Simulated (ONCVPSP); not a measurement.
**In (Z = 49): one change to an ONCV potential, before and after**

indium, optimised norm-conserving Vanderbilt (ONCV), made with ONCVPSP 4.0.1 (LDA (Perdew-Zunger), fully relativistic). Core [Ar] 3d10, reference 4s2 4p6 4d10 5s1.5 5p1.5. Waves: 4s+5s: rc 1.60 bohr, ncon 4, nbas 8, qcut 6.7 1/bohr, 2 projectors; 4p+5p: rc 1.85 bohr, ncon 3, nbas 8, qcut 6.7 1/bohr, 2 projectors; 4d: rc 1.65 bohr, ncon 4, nbas 8, qcut 7.4 1/bohr, 2 projectors, debl 2.8 Ha. Local part: polynomial inside 1.20 bohr (lpopt 5, dvloc0 0 Ha). Core correction: polynomial model core, fcfact 0.35.

Open shells are filled in proportion to 2j + 1.

Change: d: qcut 6.3.

Cutoffs: the cutoffs (Ha) at which the residual kinetic energy of the hardest occupied pseudo-wave falls to 1 and 0.1 mHa per electron; they do not see the model core or the augmentation charge, which bear on the density cutoff. Errors are all-electron minus pseudo energies relative to the spin-unpolarised reference configuration.

Problem. How do hardness, ghosts and transferability respond?

Solution. The potential gets harder (27 Ha and 75 Ha → 76 Ha and 91 Ha); the errors of the 4 common tests hardly move; neither file shows a bound ghost.

```tsv
quantity	base	changed
cutoff, loose	27 Ha	76 Ha
cutoff, tight	75 Ha	91 Ha
loose cutoff by channel	s 16 Ha, p 18 Ha, d 27 Ha	s 16 Ha, p 18 Ha, d 76 Ha
bound ghosts	none	none
GHOST(+) flags under 300 eV	none	none
error for 4s2 4p6 4d10 5s2 5p1, meV [ΔE -2.92 eV]	-0.4	-0.4
error for 4s2 4p6 4d10 5s2 5p0, meV [ΔE 2.68 eV]	-0.5	-0.6
error for 4s2 4p6 4d10 5s1 5p0, meV [ΔE 22.34 eV]	-0.5	-0.5
error for 4s2 4p6 4d10 5s1 5p2, meV [ΔE 3.00 eV]	-0.4	-0.4
s: phases at 1.62 bohr within 0.05 rad from the reference energy up to (Ha; the scan ends near 5)	to the end of the scan	to the end of the scan
p3/2: phases at 1.88 bohr within 0.05 rad from the reference energy up to (Ha; the scan ends near 5)	to the end of the scan	to the end of the scan
p1/2: phases at 1.88 bohr within 0.05 rad from the reference energy up to (Ha; the scan ends near 5)	to the end of the scan	to the end of the scan
d5/2: phases at 1.67 bohr within 0.05 rad from the reference energy up to (Ha; the scan ends near 5)	to the end of the scan	to the end of the scan
d3/2: phases at 1.67 bohr within 0.05 rad from the reference energy up to (Ha; the scan ends near 5)	to the end of the scan	to the end of the scan
rms error of d²Exc/dni dnj with the model core, mHa	2.75	2.75
```
